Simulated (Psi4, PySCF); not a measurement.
Input for Psi4:
```
memory 2 GB

molecule {
0 3
  C     0.00386916    0.00066529    0.10150064
  H     0.00046091    0.97908788   -0.31139250
  H    -0.02367585   -0.98307960   -0.29761136
}

set basis 6-31g*
set reference uks
set scf_type pk
set puream true
set d_convergence 1e-8
set dft_radial_points 99
set dft_spherical_points 590

energy('pbe0')
print_variables()
```

Q: Give the equivalent PySCF input.

A: One answer among several that fit: 
```python
from pyscf import gto, scf, dft

mol = gto.M(
    atom='''
C     0.00386916    0.00066529    0.10150064
H     0.00046091    0.97908788   -0.31139250
H    -0.02367585   -0.98307960   -0.29761136
''',
    basis='6-31g*',
    spin=2,
    verbose=3,
)

mf = dft.UKS(mol)
mf.xc = 'pbe0'
mf.grids.atom_grid = (99, 590)
mf.grids.prune = None
mf.kernel()
```

Both were run: Psi4 gave -39.096749 Eh and PySCF -39.096749 Eh, 0.000 mEh apart.
